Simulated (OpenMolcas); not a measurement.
# d3 ions of charge +4 down a group with 6 water ligands in octahedral coordination

```yaml
Program: OpenMolcas 26.06
Method: CASSCF
Spin-orbit_coupling: RASSI with atomic mean-field integrals over the reference wave functions
```

The d shell is active. Anionic complexes are neutralised by point charges behind the ligands. Distances were set from a Shannon-type radius of the metal (high-spin where two are listed) plus a fixed donor radius (H2O 1.36 Å). Ligand basis ANO-RCC-VDZP, DKH2 Hamiltonian. States (labels of O, taken over from Oh, the nearest higher group). Energies in cm-1 above the lowest state or level, χT in cm3 K/mol; 10Dq and B are least-squares fits to the states below 45000 cm-1, weighted by degeneracy, with a free offset, and given where the rms deviation is under 5 % of |10Dq| (or 100 cm-1) and under 700 cm-1. Spin-only χT is S(S+1) / 2 for the spin of the ground state.

```json
{"Ion": "Tc4+", "Shell": "4d3", "R (Å)": "2", "Metal basis": "ANO-RCC-VTZP", "Ground state": "4A2", "First state of that spin": "4T2 31653", "10Dq": "31519", "B (rms of fit)": "757 (106)", "First gap with spin-orbit (degeneracies)": "14929 (4, 4)", "χT at 300 K": "1.778", "First state of another spin": "2E 14986", "Spin-only χT": "1.875"}
{"Ion": "Re4+", "Shell": "5d3", "R (Å)": "1.99", "Metal basis": "ANO-RCC-VDZP", "Ground state": "4A2", "First state of that spin": "4T2 38840", "10Dq": "", "B (rms of fit)": "", "First gap with spin-orbit (degeneracies)": "13190 (4, 4)", "χT at 300 K": "1.493", "First state of another spin": "2E 13804", "Spin-only χT": "1.875"}
```

The rows also differ in their metal basis, so part of each step comes from that.

χT departs most from the spin-only value for Re4+, by -0.382 cm3 K/mol.

Without dynamic correlation the repulsion within the d shell is too large (B by tens of per cent), so at a given field states of lower spin stand too high. With metal d orbitals alone the field can be off either way by tens of per cent. Ligand-to-metal charge-transfer states are missing. With no ligand orbital active B as a rule stays too high, so bands that hang on it stand too high and its fall with covalency is understated. The least metal-like active orbital is 77 % on the metal (Löwdin) and no ligand orbital is active, so the numbers are rough (holds for Tc4+). The least metal-like active orbital is 74 % on the metal (Löwdin) and no ligand orbital is active, so the numbers are rough (holds for Re4+). No measured value stands beside these numbers; the geometry was imposed, not optimised, and the real ion may take another.
